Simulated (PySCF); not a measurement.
# One molecule, several mistakes: AlBCH7 anion

Calculated results; nothing here was measured. They come from PySCF 2.14.0, an open-source quantum chemistry program, on an isolated molecule that a program drew, which may never have been made. The molecule is AlBCH7 anion (charge -1, singlet), drawn as the SMILES string `[BH2][AlH2-][CH3]`.

Each row is a Hartree-Fock (HF) and frozen-core CCSD(T) single point in the aug-cc-pV(D+d)Z basis, meant for a local HF minimum. Run 1 is clean. Each other run has one planted mistake out of seven kinds, and not every kind appears here: one electron removed, one electron added, multiplicity raised by two, geometry at a saddle point, minimal basis STO-3G, one bond length entered in bohr, all coordinates scaled. The reference is restricted for singlets and unrestricted otherwise, and also for a bond in bohr. Adding or removing an electron swaps singlet and doublet. Electrons count all cores. HOMO and LUMO are orbital energies over both spins, the gradient is its largest component, and the lowest frequency (negative if imaginary) is given only where the gradient is small. Bond lengths are over the 9 bonds as drawn. T1 is the CCSD diagnostic: over 0.02 (restricted) or 0.045 (unrestricted) a single reference is doubtful.

Geometry of the clean run:
```xyz
10
AlBCH7 anion, angstrom
B     0.4596    0.5786   -0.0572
Al    0.3173   -1.5929    0.3268
C     1.2844   -2.1700    2.0295
H     1.0375    1.4120    0.6279
H    -0.0551    1.1164   -1.0277
H     0.9766   -2.3855   -0.9699
H    -1.2872   -1.9859    0.4515
H     2.3577   -1.9333    1.9943
H     1.2028   -3.2521    2.2037
H     0.8793   -1.6724    2.9224
```

```
run,electrons,basis functions,<S^2>,HOMO (eV),LUMO (eV),gradient (hartree/bohr),lowest frequency (cm^-1),mean bond (Å),longest bond (Å),T1,HF (hartree),CCSD(T) (hartree),mistake
1,32,141,0.000,-4.37,3.24,8.9e-06,62,1.4789,2.210,0.0117,-308.51731,-308.93002,no fault
2,32,141,2.013,-2.57,3.23,5.9e-02,-,1.4789,2.210,0.0151,-308.46238,-308.86089,multiplicity raised by two
3,32,141,0.498,-3.94,3.19,1.7e-02,-,1.5999,2.313,0.0609,-308.41499,-308.83266,?
4,32,141,0.000,-4.54,3.26,5.4e-02,-,1.6238,2.426,0.0120,-308.46551,-308.88775,?
```

**Which mistake was planted in run 3, and what did it cost?**

The mean bond changes by a factor of 1.082 and the longest by 1.047, so the molecule wasn't scaled as a whole. A length L in bohr read as angstrom grows by (1/0.5292 - 1) L = 0.890 L. The 9 bonds together grew by 9 x 0.1210 = 1.089 Å, which gives L = 1.224 Å. That is the length of one of the B-H bonds, 1.224 Å in the clean geometry. So the mistake is: one bond length entered in bohr. Subtracting run 1 and multiplying by 627.51 kcal/mol a hartree, the energy moved by 64.2 kcal/mol in HF and 61.1 kcal/mol in CCSD(T).

**Which mistake was planted in run 4, and what did it cost?**

The mean and the longest bond both change by the same factor, 1.098, and the gradient is no longer small. So the mistake is: all coordinates scaled. Subtracting run 1 and multiplying by 627.51 kcal/mol a hartree, the energy moved by 32.5 kcal/mol in HF and 26.5 kcal/mol in CCSD(T).

Cautions from the logs. Run 3: T1 is over the limit, so its CCSD(T) energy is less reliable.
